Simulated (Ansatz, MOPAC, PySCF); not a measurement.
Dimer: HF (SMILES F) (first 2 atoms) with C2H2 (SMILES C#C); geometry from B3LYP-D3(BJ)/def2-TZVP, rigid monomers moved along the line of their centres of mass till H2···C3 is 1.99 Å.
(charge 0, multiplicity 1):
```xyz
6

F     -0.0325    -0.0116     0.3487
H     -0.0182    -0.0044     1.2833
C      0.2518    -0.5381     3.1787
C     -0.2334     0.5575     3.1777
H      0.6828    -1.5107     3.1876
H     -0.6641     1.5302     3.1849
```

Interaction energies are E(AB) − E(A) − E(B) at the monomers' geometry in the complex; basis-set methods are counterpoise corrected. Rows marked so take none.

Frozen-core correlation. CBS: X⁻³ extrapolation of the correlation energy, Hartree–Fock from the larger set. Rows in 6-31G* carry no dispersion term and start afresh at each structure (6-31G* with six Cartesian d functions). The state that PM6 reach isn't checked.

Run with Ansatz (Gaussian orbitals); MOPAC for PM6 (differences of heats of formation); PySCF for 6-31G* rows. 

Q: Predict the interaction energy from PM6.

A: 13 kJ/mol

Q: Give the interaction energy at the level B3LYP/6-31G* (no counterpoise).

A: -19 kJ/mol

Q: Estimate the interaction energy that CCSD(T)/CBS(aug-cc-pVDZ, aug-cc-pVTZ) returns for this input.

A: -15 kJ/mol

Ansatz is a program for electronic structure.
